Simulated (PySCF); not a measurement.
Isomers of C3H12OSi2, from PBE0-D3(BJ)/def2-SVP geometry optimisation, gas phase (PySCF 2.14.0). One conformer each, no zero-point energy, no frequencies.

Question: Which isomer lies lower at this level?
A. `[CH3:1][O:2][C@@H:3]([SiH3:4])[CH2:5][SiH3:6]` with C1–O2–C3–Si4 84°, O2–C3–C5–Si6 44°: A = 3080, B = 1375, C = 1010 MHz, dipole 1.34 D
B. `C[Si](C)(C)O[SiH3]`: A = 3031, B = 1296, C = 1294 MHz, dipole 1.08 D

Answer: B. That is `C[Si](C)(C)O[SiH3]`, 92.0 kcal/mol below the other.

```tsv
SMILES	mapped SMILES	E (Eh)	relative (kcal/mol)	relative (kJ/mol)	dipole (D)
C[Si](C)(C)O[SiH3]	[CH3:1][Si:2]([CH3:3])([CH3:4])[O:5][SiH3:6]	-775.07181	0.0	0.0	1.08
CO[C@@H]([SiH3])C[SiH3]	[CH3:1][O:2][C@@H:3]([SiH3:4])[CH2:5][SiH3:6]	-774.92520	92.0	384.9	1.34
```

As drawn, the lower has an Si–O bond, which the higher lacks.
